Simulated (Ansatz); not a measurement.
The cluster Au₃⁻. Total charge -1; triplet. Geometry PBE0-D4/def2-TZVP, that of the neutral doublet.

```xyz
3

Au    1.0612   -1.7366   -1.2024
Au   -1.5430    1.2182    1.3125
Au    0.4819    0.5184   -0.1101
```

In the def2 sets Au takes a core potential; there is no spin–orbit coupling. At PBE-D4/def2-TZVPD, r2SCAN-D4/def2-TZVPD the highest occupied level of the charge -1 triplet lies above zero (up to 0.32 eV). By energy differences its removal costs 1.75 eV (vertical, to the charge 0 doublet, at PBE-D4/def2-TZVPD); a positive level beside a positive removal energy at the same level points to self-interaction error. At PBE0-D4/def2-TZVPD a singlet of charge -1 lies 1.41 eV below the triplet at the same geometry. The structure comes from a short search, and lower isomers may exist.

Problem. Estimate the α-spin orbital energies around the gap (eV) in Ansatz with PBE-D4/def2-TZVPD, r2SCAN-D4/def2-TZVPD, PBE0-D4/def2-TZVPD.

Solution. 
| orbital | PBE-D4/def2-TZVPD | r2SCAN-D4/def2-TZVPD | PBE0-D4/def2-TZVPD |
| --- | --- | --- | --- |
| HOMO−5 | -2.23 | -2.51 | -3.35 |
| HOMO−4 | -1.98 | -2.25 | -3.27 |
| HOMO−3 | -1.89 | -2.15 | -3.24 |
| HOMO−2 | -1.87 | -2.14 | -3.18 |
| HOMO−1 | -1.45 | -1.76 | -2.19 |
| HOMO | 0.32 | 0.02 | -0.14 |
| LUMO | 2.33 | 2.47 | 2.88 |
| LUMO+1 | 2.33 | 2.52 | 2.88 |
| LUMO+2 | 2.66 | 2.81 | 3.11 |
| LUMO+3 | 3.37 | 3.69 | 3.91 |
| LUMO+4 | 3.56 | 3.92 | 4.12 |
| LUMO+5 | 4.05 | 4.49 | 4.59 |
| β HOMO | -1.66 | -1.87 | -2.85 |
| β LUMO | -0.88 | -0.72 | -0.01 |
